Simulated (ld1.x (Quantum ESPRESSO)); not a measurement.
Varying the TM potential for gold (Au)

Base potential:

gold, norm-conserving Troullier–Martins (Kleinman–Bylander form), made with ld1.x (Quantum ESPRESSO) 7.5 (LDA (PZ), fully relativistic). Core [Kr] 4d10 4f14, reference 5s2 5p6 5d10 6s0 6p1. Waves: 5p (bound): rc 1.70 bohr; 5d (bound): rc 2.15 bohr; 5s (bound): rc 1.50 bohr. Local part: the s channel. Core correction: a·sin(br)/r model core inside 1.10 bohr.

Open shells are filled in proportion to 2j + 1 (rel_dist='average').

Occupied shells without a wave of their own: 6p. They enter only through the test configuration that unscreens the potential, and ld1.x also counts them in the model core charge.

Cutoffs, loose and tight: the cutoffs (Ry, on a coarse ladder) from which the occupation-weighted sum of valence levels, in a spherical-Bessel basis at the reference potential, stays within 10 and 1 mRy of its value at 400 Ry. They do not see the model core or the augmentation charge, which bear on the density cutoff. Test errors are all-electron minus pseudo excitation energies from the reference, over the configurations 5s2 5p6 5d10 6s1 6p0; 5s2 5p6 5d10 6s0 6p0; 5s2 5p6 5d9 6s0 6p0; 5s2 5p6 5d7 6s0 6p0; 5s2 5p6 5d9 6s1 6p1; 5s2 5p6 5d9 6s1 6p0; 5s2 5p6 5d8 6s0 6p0. A dash means not determined; rows that change the core or the reference have their own tests.

With those shells counted twice in exchange and correlation these files are broken, and their errors move erratically; no question is asked of them.

A true bound ghost makes a file unfit for plane-wave use even where its test errors are small: the radial tests pick states by their node count and pass the ghost by.

Cutoffs are not given where the Bessel-basis levels miss the radial ones by over 6 mRy, ghosts where they miss by over 20 mRy; a channel whose overlap is not positive is not tested.

| change | outcome | cutoff, loose | cutoff, tight | bound ghosts | largest test error (meV) |
| --- | --- | --- | --- | --- | --- |
| base | generated, misses its reference levels by 0.77 eV | – | – | s (extra level of the local part) | +3401 |
| reference 5s2 5p6 5d10 6s0.5 6p0.5 | generated, misses its reference levels by 3.05 eV | 70 Ry | 90 Ry | none | +4543 |
| core correction a·sin(br)/r model core inside 1.74 bohr | generated, misses its reference levels by 0.77 eV | – | – | s (extra level of the local part) | +3412 |
| functional PBE | generated, misses its reference levels by 0.73 eV | – | – | s (extra level of the local part) | +3370 |
| wave 5p (bound): rc 1.70 bohr becomes 5p (bound): rc 1.50 bohr | generated, misses its reference levels by 0.61 eV | – | – | s (extra level of the local part) | +3401 |
| wave 5d (bound): rc 2.15 bohr becomes 5d (bound): rc 2.56 bohr | generated, misses its reference levels by 0.77 eV | – | – | s (extra level of the local part) | +3408 |
| scalar-relativistic | generated | – | – | s (extra level of the local part) | +3443 |
| type RRKJ; rho0 0.02 | generated, misses its reference levels by 0.79 eV | – | – | s (extra level of the local part) | +3405 |
| core [Xe] 4f14, valence charge 11; reference 5d10 6s0.75 6p0.25; waves now 6p (bound): rc 3.20 bohr; 5d (bound): rc 1.40 bohr; 6s (bound): rc 2.35 bohr; core correction none | generated | 50 Ry | 80 Ry | none | -211 |
